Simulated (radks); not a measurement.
The numbers below are computed, except where a source is named.
Q: The rhodium ion Rh33+, 12 electrons, occupied as [Ne] 3s2. Level of theory: Dirac Kohn-Sham, LB94 model potential, spin-unpolarised, spherical densities, finite nucleus; Fermi nuclear charge, rms radius 4.4945 fm (a radial shooting solver on a logarithmic mesh with Libxc functionals). Some entries of the table are withheld. Estimate them.

| orbital | occ. | eigenvalue (Ry) | <r^2> (bohr^2) | <r> (bohr) |
|---|---|---|---|---|
| 1s1/2 | 2 | (1) | 0.001431 | (2) |
| 2s1/2 | 2 | -380.0916 | 0.02276 | 0.1391 |
| 2p1/2 | 2 | -363.6788 | 0.01697 | (3) |
| 2p3/2 | 4 | -352.5639 | 0.01820 | (4) |
| 3s1/2 | 2 | (5) | 0.1297 | 0.3376 |

A: 
(1) 1s1/2 eigenvalue (Ry): -1841.053
(2) 1s1/2 <r> (bohr): 0.03256
(3) 2p1/2 <r> (bohr): 0.1179
(4) 2p3/2 <r> (bohr): 0.1225
(5) 3s1/2 eigenvalue (Ry): -151.9375
